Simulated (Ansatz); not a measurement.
Ansatz (a quantum-chemistry and plane-wave program) input (CCSD(T)/aug-cc-pVDZ):

Ansatz 0.2 input:
```yaml
crystal:
  periodic: [false, false, false]
  atoms:
    - {symbol: C, position_ang: [2.22536342, -0.31532606, 0.49941877]}
    - {symbol: C, position_ang: [1.05911302, -0.07143615, 0.25384684]}
    - {symbol: B, position_ang: [-0.44395896, 0.17847638, -0.07588493]}
    - {symbol: C, position_ang: [-1.02834165, 1.49968584, 0.04745350]}
    - {symbol: C, position_ang: [-1.26676487, -1.12769200, -0.55290991]}
    - {symbol: H, position_ang: [3.24663901, -0.50394975, 0.71959085]}
    - {symbol: H, position_ang: [-0.47340988, 2.37995832, 0.36904229]}
    - {symbol: H, position_ang: [-2.07672273, 1.70486693, -0.17618842]}
    - {symbol: H, position_ang: [-1.26084325, -1.92062712, 0.20723492]}
    - {symbol: H, position_ang: [-0.83850899, -1.57832220, -1.45852056]}
    - {symbol: H, position_ang: [-2.31357883, -0.88569790, -0.76858960]}
basis:
  gaussian:
    orbitals: aug-cc-pVDZ
total_charge: -1
magnetization: {spin_polarized: false}
correlation: {method: ccsd_t, electrons: outside_noble_gas}
output: {forces: true}
```

End of the output:

```
integrals: 0.62 GiB planned
1689 factors; integrals over basis functions are off by at most 1.1e-3 eV
0.80 GiB of device memory are held for the factors and their scratch space
mean field: 0.78 GiB planned
mean field evaluation 1: about -4883.5049 eV, gradient 3.5e1 eV
mean field evaluation 2: about -4883.5102 eV, gradient 3.5e1 eV
mean field evaluation 4: about -4887.2891 eV, gradient 4.5e0 eV
mean field evaluation 8: about -4887.3710 eV, gradient 4.1e-1 eV
mean field evaluation 16: about -4887.2830 eV, gradient 4.5e0 eV
mean field -4887.37200137 eV, -179.6076082706 hartree, gradient 1.4e-6 eV, S^2 0.000000; 0 other end points of the search recorded, 0 dependent functions left out
5 core orbitals not correlated
reference -4887.37200137 eV, -179.6076082706 hartree; 13, 13 occupied and 151, 151 virtual orbitals, 1689 factors
densities: 9.72 GiB planned
second order -17.98545483 eV of doubles, -0.00000000 eV of singles
coupled cluster: 3.59 GiB planned
cycle   1  -18.51440226 eV  change   -5.3e-1 eV  update   1.1e-1
cycle   2  -19.03415367 eV  change   -5.2e-1 eV  update   3.3e-2
cycle   3  -19.15974821 eV  change   -1.3e-1 eV  update   1.7e-2
cycle   4  -19.16216491 eV  change   -2.4e-3 eV  update   5.7e-3
cycle   5  -19.16358940 eV  change   -1.4e-3 eV  update   2.9e-3
cycle   6  -19.16391206 eV  change   -3.2e-4 eV  update   9.9e-4
cycle   7  -19.16363281 eV  change    2.8e-4 eV  update   5.5e-4
cycle   8  -19.16354860 eV  change    8.4e-5 eV  update   2.5e-4
cycle   9  -19.16356380 eV  change   -1.5e-5 eV  update   1.0e-4
cycle  10  -19.16356581 eV  change   -2.0e-6 eV  update   4.4e-5
cycle  11  -19.16351322 eV  change    5.3e-5 eV  update   2.0e-5
cycle  12  -19.16352071 eV  change   -7.5e-6 eV  update   6.1e-6
cycle  13  -19.16351724 eV  change    3.5e-6 eV  update   2.6e-6
perturbative correction -0.85688001 eV, -0.0314897596 hartree
the calculation of the forces begins
0.80 GiB of device memory are held for the factors and their scratch space
Total energy: -4907.39239862 eV, -180.3433442994 hartree
Atom 0 at     2.225363    -0.315326     0.499419 Å, force     2.319991    -0.531756     0.478935 eV/Å
Atom 1 at     1.059113    -0.071436     0.253847 Å, force    -2.242998     0.527331    -0.460324 eV/Å
Atom 2 at    -0.443959     0.178476    -0.075885 Å, force    -0.082346    -0.575665    -0.139174 eV/Å
Atom 3 at    -1.028342     1.499686     0.047454 Å, force    -0.210337     0.428722     0.034772 eV/Å
Atom 4 at    -1.266765    -1.127692    -0.552910 Å, force     0.091761     0.144073     0.052871 eV/Å
Atom 5 at     3.246639    -0.503950     0.719591 Å, force     0.651426    -0.111253     0.142300 eV/Å
Atom 6 at    -0.473410     2.379958     0.369042 Å, force     0.282254     0.453728     0.164801 eV/Å
Atom 7 at    -2.076723     1.704867    -0.176188 Å, force    -0.519040     0.106913    -0.109627 eV/Å
Atom 8 at    -1.260843    -1.920627     0.207235 Å, force     0.001315    -0.347813     0.340179 eV/Å
Atom 9 at    -0.838509    -1.578322    -1.458521 Å, force     0.189810    -0.195037    -0.403274 eV/Å
Atom 10 at    -2.313579    -0.885698    -0.768590 Å, force    -0.481836     0.100757    -0.101459 eV/Å
Dipole moment:     0.302862    -0.440708    -0.013776 e Å
```

It need not be the lowest isomer of its formula. Whether it binds its extra electron was not tested at this geometry.
